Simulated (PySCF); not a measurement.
PBEsol on Xe (xenon, neutral), [Kr] 4d10 5s2 5p5 5d1, one real determinant (an excited configuration). All numbers are calculated (PySCF 2.14, scalar relativity through the core potential, in aug-cc-pwCVDZ-PP with ECP28MDF (6s5p4d1f, 48 functions)).

```
cycle= 1 E= -328.619872967098  delta_E= -0.00763  |g|= 0.0376  |ddm|= 0.964
cycle= 2 E= -328.620122148661  delta_E= -0.000249  |g|= 0.0133  |ddm|= 0.11
cycle= 3 E= -328.620161699975  delta_E= -3.96e-05  |g|= 0.00024  |ddm|= 0.0291
cycle= 4 E= -328.620161715524  delta_E= -1.55e-08  |g|= 0.000163  |ddm|= 0.0012
cycle= 5 E= -328.620161723469  delta_E= -7.94e-09  |g|= 1.24e-05  |ddm|= 0.000463
cycle= 6 E= -328.620161723523  delta_E= -5.43e-11  |g|= 3.27e-07  |ddm|= 3.78e-05
converged SCF energy = -328.620161723523  <S^2> = 2.0005171  2S+1 = 3.0003447
```

Highest occupied orbital energy: 1.997 eV; ⟨L²⟩ = 7.98; populations by l: s 4.00, p 11.00, d 11.00, f 0.00.

(1) Can this result be used?

Answers

(1) Not for this state. Self-consistency was reached. ⟨L²⟩ = 7.98 against 12 for a pure F term, so this real determinant mixes terms. Energies and moments cover only the electrons outside the core potential. The outer electron is Rydberg-like, and this basis confines it to a smaller radius and binds it less than a complete one would. At PBEsol the highest occupied level has a positive energy, so only the finite basis holds that electron; for this excited configuration the basis is too tight for the outer shell.
